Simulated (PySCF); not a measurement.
Si(Vi)(OMe)(OEt)(NH2), SMILES CO[Si](OCC)(N)C=C (C₅H₁₃NO₂Si), singlet at its GFN2-xTB optimised geometry (Å):

```
22

C     -2.9483    -2.3189    -1.5492
C     -1.7193    -1.8317    -1.4866
Si    -0.9899    -0.9195     0.0000
N     -1.5812    -1.6895     1.4277
O     -1.4223     0.6582     0.0000
C     -2.7284     1.1580     0.0180
O      0.6338    -0.9195     0.0000
C      1.5177    -0.1822    -0.8062
C      2.9268    -0.2974    -0.2451
H     -3.3362    -2.8143    -2.4273
H     -3.6209    -2.2470    -0.7104
H     -1.0876    -1.9400    -2.3619
H     -1.4554    -2.6848     1.5046
H     -1.3500    -1.2566     2.3087
H     -2.6687     2.2470     0.0270
H     -3.2607     0.8129     0.9063
H     -3.2794     0.8300    -0.8668
H      1.4852    -0.5762    -1.8297
H      1.1991     0.8649    -0.8312
H      3.2324    -1.3402    -0.2216
H      3.6209     0.2648    -0.8641
H      2.9545     0.0933     0.7684
```

Computed with PBE0/def2-SVP run with PySCF 2.14.0. Cells within 0.4 Å of a nucleus heavier than hydrogen are left out (blank, or x).

Map of the log10 of the electron density (e/bohr³), floored at −4 on the plane z = 1.2 Å:

```
|000000000000000000000000000|
|000000000000000000000000000|
|000000000000000000000000000|
|000000000000000000000000000|
|000000000000000000000000000|
|000000000000000000000000000|
|000000111000000000000000000|
|000001233200000000000000000|
|000013444310000000000000000|
|000134554332100000000000000|
|000246765444310001222200000|
|000257876555421012454320000|
|000246765565432223566531000|
|000134554555444434677531000|
|000013345666555544566531000|
|000001356887656543444321000|
|000002468998755543233310000|
|000002468xx8654431122210000|
|000001357898643210001000000|
|000000246787531000000000000|
|000000024565310000000000000|
|000000002333100000000000000|
|000000000110000000000000000|
|000000000000000000000000000|
|000000000000000000000000000|
|000000000000000000000000000|
|000000000000000000000000000|
```
Scale: ten equal steps from -4.00 (start of '0') to -0.352 (end of '9'), in the order '0123456789'; x runs from -6.00 to 6.00, y from -6.00 (bottom) to 6.00 (top).
